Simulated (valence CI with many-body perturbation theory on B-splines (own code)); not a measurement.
E1 transitions of Cs48+

Computed by configuration interaction combined with many-body perturbation theory (CI+MBPT): five valence electrons over a frozen Dirac-Fock core [He], radial functions for each j: 9 s, 9 p, 8 d, 6 f, 3 g, 1 h, with the one-electron correlation potential Σ1 (screened to all orders), the two-electron term Σ2, the three-electron term Σ3, Breit, model QED; selected single and double excitations, second order for the rest (own B-spline code, finite nucleus).

The last digits are not significant, and no measured levels were compared; by estimate large intervals hold to a few tenths of a per cent, small ones and those within an open d or f shell to about a per cent. Among the levels kept, up to 1200 cm⁻¹ of a level comes from second order outside the variational space, and about a tenth of that is noise between levels of different J, which matters for small intervals.

Lines 101 to 150 of 263 in falling wavelength, among levels below 45227 × 10³ cm⁻¹, chosen from the strongest by gf and those to the six lowest levels. Wavelengths and rates use the calculated energies. Electric multipoles are in the length gauge, E1 and E2 with the static RPA response of the core. Weak lines are less certain than strong ones. Lines between different terms over intervals too small for the method are left out, as are lines whose strength nearly cancels. The highest levels of a list are the least certain.

Levels are named by their leading jj configuration (3d3/2^4 stands for four electrons in 3d with j = 3/2), which in mixed levels can hold well under half, so a name can repeat and another be missing. Letters in brackets count levels of one name in rising energy.

| λ vac (Å) | Upper | Lower | A (s⁻¹) | S (a.u.) |
| --- | --- | --- | --- | --- |
| 20.01 | (2p1/2 2p3/2^4) J=1/2 | (2s 2p1/2 2p3/2^3) J=3/2 [b] | 2.13e+12 | 1.69e-02 |
| 20.00 | (2s 2p1/2^2 2p3/2 3p1/2) J=1/2 | (2s^2 2p1/2^2 3p1/2) J=1/2 | 9.60e+11 | 7.58e-03 |
| 19.96 | (2s 2p1/2^2 2p3/2 3p1/2) J=3/2 [b] | (2s^2 2p1/2^2 3p1/2) J=1/2 | 9.27e+11 | 1.46e-02 |
| 19.90 | (2s 2p1/2^2 2p3/2 3s) J=1/2 | (2s^2 2p1/2^2 3s) J=1/2 | 9.05e+11 | 7.03e-03 |
| 19.88 | (2s 2p1/2^2 2p3/2 3p3/2) J=3/2 [b] | (2s^2 2p1/2^2 3p3/2) J=3/2 | 9.42e+11 | 1.46e-02 |
| 19.85 | (2s 2p1/2 2p3/2^3) J=3/2 [b] | (2s^2 2p1/2 2p3/2^2) J=1/2 | 4.43e+11 | 6.84e-03 |
| 19.82 | (2s 2p1/2^2 2p3/2 3s) J=3/2 [b] | (2s^2 2p1/2^2 3s) J=1/2 | 9.08e+11 | 1.39e-02 |
| 19.75 | (2s 2p1/2^2 2p3/2 3p3/2) J=1/2 [b] | (2s^2 2p1/2^2 3p3/2) J=3/2 | 9.50e+11 | 7.22e-03 |
| 19.74 | (2s 2p1/2 2p3/2^3) J=5/2 | (2s^2 2p1/2 2p3/2^2) J=3/2 | 3.98e+10 | 9.07e-04 |
| 19.72 | (2p1/2^2 2p3/2^3) J=3/2 | (2s 2p1/2^2 2p3/2^2) J=3/2 | 1.45e+12 | 2.19e-02 |
| 19.69 | (2s 2p3/2^4) J=1/2 | (2s^2 2p3/2^3) J=3/2 | 1.82e+12 | 1.37e-02 |
| 19.67 | (2p1/2^2 2p3/2^3) J=3/2 | (2s 2p1/2^2 2p3/2^2) J=1/2 | 3.09e+11 | 4.65e-03 |
| 19.66 | (2p1/2 2p3/2^4) J=1/2 | (2s 2p1/2 2p3/2^3) J=1/2 | 9.04e+11 | 6.78e-03 |
| 19.22 | (2s 2p1/2^2 2p3/2^2) J=1/2 | (2s^2 2p1/2^2 2p3/2) J=3/2 | 9.20e+11 | 6.45e-03 |
| 19.18 | (2s 2p1/2^2 2p3/2^2) J=3/2 | (2s^2 2p1/2^2 2p3/2) J=3/2 | 1.59e+12 | 2.21e-02 |
| 18.88 | (2s 2p1/2 2p3/2^3) J=3/2 [b] | (2s^2 2p1/2 2p3/2^2) J=5/2 | 1.62e+12 | 2.16e-02 |
| 18.61 | (2s 2p1/2 2p3/2^3) J=1/2 | (2s^2 2p1/2 2p3/2^2) J=3/2 | 1.52e+12 | 9.68e-03 |
| 18.31 | (2s 2p1/2 2p3/2^3) J=3/2 [b] | (2s^2 2p1/2 2p3/2^2) J=3/2 | 4.15e+10 | 5.02e-04 |
| 17.69 | (2p1/2^2 2p3/2^3) J=3/2 | (2s 2p1/2^2 2p3/2^2) J=5/2 | 4.56e+11 | 4.99e-03 |
| 13.11 | (2s 2p1/2 2p3/2^3) J=3/2 [a] | (2s^2 2p1/2^2 2p3/2) J=3/2 | 1.27e+10 | 5.65e-05 |
| 12.66 | (2s 2p1/2 2p3/2^3) J=5/2 | (2s^2 2p1/2^2 2p3/2) J=3/2 | 4.43e+08 | 2.66e-06 |
| 12.37 | (2p1/2 2p3/2^4) J=1/2 | (2s 2p1/2^2 2p3/2^2) J=1/2 | 1.74e+09 | 3.26e-06 |
| 12.19 | (2s 2p1/2 2p3/2^3) J=1/2 | (2s^2 2p1/2^2 2p3/2) J=3/2 | 3.41e+10 | 6.10e-05 |
| 12.06 | (2s 2p1/2 2p3/2^3) J=3/2 [b] | (2s^2 2p1/2^2 2p3/2) J=3/2 | 2.38e+10 | 8.25e-05 |
| 11.99 | (2s 2p3/2^4) J=1/2 | (2s^2 2p1/2 2p3/2^2) J=3/2 | 5.04e+10 | 8.58e-05 |
| 2.967 | (2s^2 2p1/2^2 3p1/2) J=1/2 | (2s 2p1/2^2 2p3/2^2) J=1/2 | 1.01e+11 | 2.60e-06 |
| 2.886 | (2s^2 2p1/2^2 3p3/2) J=3/2 | (2s 2p1/2^2 2p3/2^2) J=1/2 | 2.77e+10 | 1.31e-06 |
| 2.848 | (2s^2 2p1/2^2 3s) J=1/2 | (2s^2 2p1/2 2p3/2^2) J=1/2 | 3.75e+10 | 8.56e-07 |
| 2.840 | (2s^2 2p1/2^2 3p3/2) J=3/2 | (2s 2p1/2^2 2p3/2^2) J=5/2 | 1.23e+11 | 5.54e-06 |
| 2.708 | (2s^2 2p1/2 2p3/2 3p1/2) J=3/2 [b] | (2s 2p1/2^2 2p3/2^2) J=1/2 | 2.73e+11 | 1.07e-05 |
| 2.694 | (2s^2 2p1/2^2 3d3/2) J=3/2 | (2s^2 2p1/2 2p3/2^2) J=1/2 | 8.49e+10 | 3.28e-06 |
| 2.681 | (2s^2 2p1/2 2p3/2 3p1/2) J=5/2 | (2s 2p1/2^2 2p3/2^2) J=5/2 | 8.17e+10 | 4.66e-06 |
| 2.667 | (2s^2 2p1/2 2p3/2 3p3/2) J=1/2 [a] | (2s 2p1/2^2 2p3/2^2) J=1/2 | 1.05e+11 | 1.97e-06 |
| 2.667 | (2s^2 2p1/2 2p3/2 3p1/2) J=3/2 [b] | (2s 2p1/2^2 2p3/2^2) J=5/2 | 3.41e+11 | 1.28e-05 |
| 2.663 | (2s^2 2p1/2^2 3d3/2) J=3/2 | (2s^2 2p1/2 2p3/2^2) J=3/2 | 2.23e+11 | 8.30e-06 |
| 2.659 | (2s^2 2p1/2 2p3/2 3p3/2) J=3/2 [b] | (2s 2p1/2^2 2p3/2^2) J=1/2 | 5.00e+12 | 1.85e-04 |
| 2.644 | (2s 2p1/2^2 2p3/2 3s) J=3/2 [a] | (2s 2p1/2^2 2p3/2^2) J=1/2 | 1.26e+13 | 4.59e-04 |
| 2.642 | (2s^2 2p1/2 2p3/2 3p3/2) J=1/2 [b] | (2s 2p1/2^2 2p3/2^2) J=1/2 | 3.04e+12 | 5.54e-05 |
| 2.642 | (2s^2 2p1/2^2 3d5/2) J=5/2 | (2s^2 2p1/2 2p3/2^2) J=3/2 | 3.15e+10 | 1.72e-06 |
| 2.633 | (2s^2 2p1/2 2p3/2 3p3/2) J=5/2 [a] | (2s 2p1/2^2 2p3/2^2) J=5/2 | 5.44e+12 | 2.94e-04 |
| 2.632 | (2s^2 2p1/2 2p3/2 3s) J=3/2 [a] | (2s^2 2p1/2 2p3/2^2) J=1/2 | 2.26e+11 | 8.14e-06 |
| 2.628 | (2s^2 2p1/2 2p3/2 3s) J=1/2 | (2s^2 2p1/2 2p3/2^2) J=1/2 | 1.95e+13 | 3.50e-04 |
| 2.624 | (2s^2 2p1/2 2p3/2 3p3/2) J=3/2 [a] | (2s 2p1/2^2 2p3/2^2) J=5/2 | 6.36e+10 | 2.27e-06 |
| 2.620 | (2s^2 2p1/2 2p3/2 3s) J=3/2 [b] | (2s^2 2p1/2 2p3/2^2) J=1/2 | 1.95e+13 | 6.93e-04 |
| 2.620 | (2s 2p1/2^2 2p3/2 3s) J=1/2 | (2s 2p1/2^2 2p3/2^2) J=3/2 | 3.94e+13 | 7.00e-04 |
| 2.619 | (2s^2 2p1/2 2p3/2 3p3/2) J=3/2 [b] | (2s 2p1/2^2 2p3/2^2) J=5/2 | 1.57e+13 | 5.56e-04 |
| 2.619 | (2s 2p1/2^2 2p3/2 3s) J=1/2 | (2s 2p1/2^2 2p3/2^2) J=1/2 | 1.94e+13 | 3.45e-04 |
| 2.618 | (2s 2p1/2^2 2p3/2 3s) J=3/2 [b] | (2s 2p1/2^2 2p3/2^2) J=3/2 | 2.30e+13 | 8.14e-04 |
| 2.617 | (2s 2p1/2^2 2p3/2 3s) J=3/2 [b] | (2s 2p1/2^2 2p3/2^2) J=1/2 | 2.06e+11 | 7.30e-06 |
| 2.617 | (2s 2p1/2^2 2p3/2 3s) J=5/2 | (2s 2p1/2^2 2p3/2^2) J=5/2 | 1.70e+13 | 9.03e-04 |
